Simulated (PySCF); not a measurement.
Isomers of [C4H4F3O]+ (charge +1), one GFN2-xTB conformer each. Single-point energies are computed at PBE0/pcSseg-1 (PySCF, gas phase, no added dispersion term), electronic only.

| SMILES | GFN2-xTB relative energy (kcal/mol) |
| --- | --- |
| CC(F)(F)[C@@H](F)C#[O+] | 19.1 |
| C[C@H](C#[O+])C(F)(F)F | 0.0 |

Conformers: `[CH3:1][C:2]([F:3])([F:4])[C@@H:5]([F:6])[C:7]#[O+:8]` (charge +1) with C1–C2–C5–F6 48°.

**Question.** What does PBE0/pcSseg-1 give for the same structures?

**Answer.** 
| SMILES | PBE0/pcSseg-1 E (Eh) | PBE0/pcSseg-1 (kcal/mol) | GFN2-xTB (kcal/mol) | point group |
| --- | --- | --- | --- | --- |
| C[C@H](C#[O+])C(F)(F)F | -528.67790 | 0.0 | 0.0 | C1 |
| CC(F)(F)[C@@H](F)C#[O+] | -528.63748 | 25.4 | 19.1 | C1 |

Both levels put the same isomer lowest. 

**Question.** Which frontier levels and rotational constants go with these structures?

**Answer.** 
```json
{"SMILES": "C[C@H](C#[O+])C(F)(F)F", "HOMO (eV, PBE0/pcSseg-1)": "-16.28", "LUMO (eV)": "-8.50", "A, B, C (MHz)": "3022, 1684, 1367"}
{"SMILES": "CC(F)(F)[C@@H](F)C#[O+]", "HOMO (eV, PBE0/pcSseg-1)": "-15.29", "LUMO (eV)": "-9.22", "A, B, C (MHz)": "2841, 1760, 1378"}
```
